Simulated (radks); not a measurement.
Results of a calculation; reference values are marked as such.
Effect of the nuclear size on neutral calcium, [Ar] 4s2. Level of theory: Dirac Kohn-Sham, PBE, spin-unpolarised, spherical densities, finite nucleus; Fermi nuclear charge, rms radius 3.4776 fm (a radial shooting solver on a logarithmic mesh with Libxc functionals). The rms radius is varied about that value; shifts are against it.

rms radius (fm)  total energy shift (eV)  density at nucleus (e/bohr^3)  1s1/2 shift (meV)  2s1/2 shift (meV)  2p1/2 shift (meV)
2.7821                           -0.0109                           6201              -4.59             -0.361              0.059
3.2272                          -0.00419                           6177              -1.77             -0.139              0.023
3.4776                                 0                           6165              0.000              0.000              0.000
3.6167                           0.00246                           6159               1.04              0.082             -0.013
3.9923                           0.00958                           6143               4.03              0.317             -0.052

Slopes of the eigenvalues against <r^2> in GHz/fm^2, as finite differences over the two radii next to the reference (eigenvalue slopes, not the field-shift constants of lines): 1s1/2 254, 2s1/2 20.0, 2p1/2 -3.26.
